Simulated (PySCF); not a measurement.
Ga(Br)2(NH2) (Br₂GaH₂N), SMILES [NH2][Ga]([Br])[Br].

Coordinates come from a r2SCAN-D4/def2-SVP optimisation. The structure was generated by enumeration; whether it is a known compound was not checked. Other conformers were not sampled.

The numbers are results of PBE/def2-TZVP run with PySCF, not measurements.

Symmetry labels are those of the subgroup C2v that the program uses (full group C2v).

Computed valence orbital energies around the gap with their symmetry:
```json
[
 {"orbital": "HOMO−7", "symmetry": "A1", "energy (eV)": "-11.89"},
 {"orbital": "HOMO−6", "symmetry": "A1", "energy (eV)": "-9.46"},
 {"orbital": "HOMO−5", "symmetry": "B2", "energy (eV)": "-8.74"},
 {"orbital": "HOMO−4", "symmetry": "B1", "energy (eV)": "-7.86"},
 {"orbital": "HOMO−3", "symmetry": "A1", "energy (eV)": "-7.42"},
 {"orbital": "HOMO−2", "symmetry": "A2", "energy (eV)": "-7.33"},
 {"orbital": "HOMO−1", "symmetry": "B2", "energy (eV)": "-7.16"},
 {"orbital": "HOMO", "symmetry": "B1", "energy (eV)": "-6.58"},
 {"orbital": "LUMO", "symmetry": "A1", "energy (eV)": "-2.20"},
 {"orbital": "LUMO+1", "symmetry": "B1", "energy (eV)": "-1.45"},
 {"orbital": "LUMO+2", "symmetry": "A1", "energy (eV)": "0.11"},
 {"orbital": "LUMO+3", "symmetry": "B2", "energy (eV)": "0.90"}
]
```
